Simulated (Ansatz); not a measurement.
Harmonic frequencies (cm⁻¹) at PBE0-D4/def2-TZVP from Ansatz: 141, 229, 375, 447, 550, 598, 732, 786, 832, 1320, 1678, 2309.

**Question.** Which molecule is it?
A. `FC1=N[SiH]1Cl`
B. `N#C[SiH](F)Cl`
C. `S[SiH](Cl)[O][GaH2]`
D. `SC#C[TeH]`

**Answer.** A.
